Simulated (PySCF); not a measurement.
Polarisability and C₆ of Cu³⁺ (copper, charge +3)

[Ar] 3d8, high-spin 3F determinant. Computed with PySCF 2.14 in def2-QZVPPD (11s6p5d4f2g, 100 functions), with no relativity, point nucleus. Coupled (time-dependent) response in atomic units; α is the mean over directions.

```csv
method,mean α (bohr³),C₆ (like pair),S(−4)
PBE0,1.545,3.528,0.7748
BHandHLYP,1.487,3.378,0.6903
```

S(−4) is the Cauchy moment in α(ω) = α(0) + S(−4) ω² + …

α(iu) at BHandHLYP:

| u (hartree) | α(iu) (bohr³) |
| --- | --- |
| 0 | 1.487 |
| 0.0500 | 1.485 |
| 0.100 | 1.480 |
| 0.200 | 1.460 |
| 0.300 | 1.429 |
| 0.500 | 1.344 |
| 0.750 | 1.221 |
| 1.00 | 1.100 |
| 1.50 | 0.8953 |
| 2.00 | 0.7380 |
| 3.00 | 0.5213 |
| 5.00 | 0.2942 |

For an ion, C₆ is the dispersion term alone; charge-induced terms of lower order in 1/R come first.
